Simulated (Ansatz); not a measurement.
Consider the cleavage of the Si–Ge bond: `O=[CH][GeH2][SiH3]` + `[OH][Al]([OH])[Br]` → `[OH][Al]([Br])[O][SiH3]` + `O=[CH][GeH3]`.

Computed with Ansatz on PBE0-D4/def2-TZVP structures; ΔE is electronic, products minus reactants. CCSD(T)/CBS is the MP2 limit (def2-TZVPP, def2-QZVPP) plus CCSD(T) − MP2 in def2-TZVPP, frozen cores. DFT in def2-TZVPP. For Br, Ge outer-core shells are correlated without core-valence functions, which leaves a few kJ/mol of doubt a bond. Scalar relativity is left out up to krypton. One conformer a species, not always the lowest.

`O=[CH][GeH2][SiH3]`:

Z-matrix (Å, degrees):
```
Ge
C 1 2.009
Si 1 2.382 2 108.8
H 1 1.535 2 108.1 3 121.5
H 1 1.541 2 107.9 3 -119.5
O 2 1.198 1 122.9 3 -94.8
H 2 1.116 1 117.0 3 83.9
H 3 1.487 1 109.3 2 -57.2
H 3 1.485 1 109.5 2 62.4
H 3 1.486 1 110.2 2 -177.1
```

`[OH][Al]([OH])[Br]`:

Cartesian coordinates in Å:
```
O -0.172 1.380 0.890
Al -0.041 -0.014 -0.038
O 1.313 -0.985 0.174
Br -1.638 -0.567 -1.527
H -0.915 1.977 0.820
H 1.452 -1.791 -0.320
```

`[OH][Al]([Br])[O][SiH3]`:

Cartesian coordinates in Å:
```
O 0.333 -2.543 1.211
Al 0.649 -0.908 0.987
Br 2.205 0.040 2.279
O -0.160 0.006 -0.157
Si -0.577 1.307 -1.045
H -0.318 -3.021 0.699
H -0.435 0.984 -2.489
H -1.991 1.666 -0.763
H 0.294 2.468 -0.720
```

`O=[CH][GeH3]`:

Cartesian coordinates in Å:
```
O -0.180 1.284 1.657
C -0.093 0.191 1.172
Ge 0.063 -0.119 -0.804
H -0.097 -0.712 1.829
H -1.114 -1.000 -1.254
H 0.047 1.232 -1.525
H 1.373 -0.876 -1.076
```

| level | ΔE (kJ/mol) | difference from CCSD(T)/CBS |
| --- | --- | --- |
| PBE-D4 | -60.7 | 25.3 |
| ωB97X-V | -86.8 | -0.8 |
| ωB97M-V | -87.3 | -1.3 |
| PBE | -61.1 | 24.9 |
| PBE0 | -70.8 | 15.2 |
| HF/def2-TZVPP | -117.0 | -31.0 |
| SCS-MP2/def2-TZVPP | -97.2 | -11.2 |
| SCS-MP2/def2-QZVPP | -97.6 | -11.6 |
| HF/CBS(def2) | -120.4 | -34.4 |
| CCSD/CBS(def2) | -90.2 | -4.2 |
| CCSD(T)/CBS | -86.0 | 0 |

Largest T1 diagnostic among the species: 0.015.

From PBE to PBE0 (25 % exact exchange), in def2-TZVPP and without D4, ΔE moves by −9.7 kJ/mol. In def2-TZVPP, CCSD(T) changes the Hartree–Fock value by +29.5 kJ/mol (the triples alone add +4.2 kJ/mol) and MP2 by +26.5 kJ/mol.
